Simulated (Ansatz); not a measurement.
Mulliken charges of C2H3AlS2, SMILES `C=[C]1[AlH][S]S1` from PBE/def2-TZVPP in Ansatz (PBE0-D4/def2-TZVP geometry).

| atom | x (Å) | y (Å) | z (Å) | charge (e) |
| --- | --- | --- | --- | --- |
| C1 | -1.517 | 0.373 | 0.234 | -0.210 |
| C2 | -0.201 | 0.276 | 0.050 | -0.035 |
| Al3 | 1.158 | -1.068 | -0.266 | 0.338 |
| S4 | 2.646 | 0.527 | -0.304 | -0.193 |
| S5 | 0.900 | 1.668 | 0.042 | -0.015 |
| H6 | -2.134 | -0.519 | 0.228 | 0.102 |
| H7 | -2.032 | 1.316 | 0.397 | 0.093 |
| H8 | 1.272 | -2.630 | -0.437 | -0.081 |

Question: By hand: the dipole of these point charges (1 e Å = 4.8032 D).

Answer: Σ q r = (-0.317, -0.293, 0.013) e Å, of length 0.432 e Å = 2.07 D.

Question: How does the dipole of the full density compare? (An estimate is asked.)

Answer: The calculation gave: (-0.270, -0.321, 0.004) e Å, 2.01 D; the point charges give 1.03 times that, at 7° from its direction.

Point charges leave out the atoms' own dipoles, such as those of lone pairs, and Mulliken's split depends on the basis, so the close match here is no proof of good charges.
